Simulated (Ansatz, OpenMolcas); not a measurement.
## A small benchmark: atomisation enthalpy at 298 K

10 molecules with halogens; the atomisation enthalpy at 298 K in kJ/mol, computed less measured. Shapes, held fixed at every level: PBE0-D4/def2-TZVP. Thermal terms are harmonic and unscaled (PBE0-D4/def2-TZVP); the spin-orbit lowering of the free atoms is taken from their spectra. Programs: Ansatz 0.2.0, OpenMolcas 26.06. Measured values: Active Thermochemical Tables, NIST-JANAF tables.

Levels: A = B3LYP/aug-cc-pVDZ; B = B3LYP-D4/def2-TZVPP; C = CAM-B3LYP/aug-cc-pVDZ; D = B2PLYP/def2-TZVPP.

```
                     molecule  from tabulated heats     A    B     C    D
 BClF2 (chlorodifluoroborane)                  1736   -78  -15   -51  -11
      BF3 (boron trifluoride)                  1944   -90  -19   -56  -13
      SOF2 (thionyl fluoride)                  1229  -136  +15  -117  +11
     CF4 (tetrafluoromethane)                  1968   -80  -30   -33  -30
        CH2Cl2 (SMILES ClCCl)                  1490   -62  -18   -53  -30
 CH2ClF (chlorofluoromethane)                  1617   -47  -10   -33  -22
CHBrF2 (bromodifluoromethane)                  1630   -56  -15   -33  -24
     SiH2F2 (SMILES F[SiH2]F)                  1836  -151  -41  -124  -41
 C2H2F2 (vinylidene fluoride)                  2361   -41  +14   -16   -4
           C2H5F (SMILES CCF)                  2876   -54   -1   -31  -27
```

Problem. Sum up the errors.

Solution. 
| level | kind | mean error | mean absolute error | worst case |
| --- | --- | --- | --- | --- |
| B3LYP/aug-cc-pVDZ | global hybrid | -79.5 | 79.5 | SiH2F2 |
| B3LYP-D4/def2-TZVPP | global hybrid | -12.0 | 17.8 | SiH2F2 |
| CAM-B3LYP/aug-cc-pVDZ | range-separated hybrid | -54.7 | 54.7 | SiH2F2 |
| B2PLYP/def2-TZVPP | double hybrid | -19.1 | 21.3 | SiH2F2 |

On this set B3LYP-D4/def2-TZVPP has the smallest mean absolute error and B3LYP/aug-cc-pVDZ the largest. B3LYP/aug-cc-pVDZ is too low in 10 of 10; B3LYP-D4/def2-TZVPP is too low in 8 of 10; CAM-B3LYP/aug-cc-pVDZ is too low in 10 of 10; B2PLYP/def2-TZVPP is too low in 9 of 10. Heats of the atoms come from ATcT where it has them, that of boron, 570 kJ/mol, from recent work. The levels differ in basis as well as in method. The tabulated values of BClF2, SOF2, SiH2F2, C2H2F2 are in doubt (older tables, estimates, or at odds with other calculations) and kept here. Over the 6 molecules whose values aren't doubted the mean absolute errors are A 64.8; B 15.5; C 39.8; D 24.3. Relativity is left out for Br. Outer-core shells of Br are correlated, in sets that cover them unevenly. The set is small.
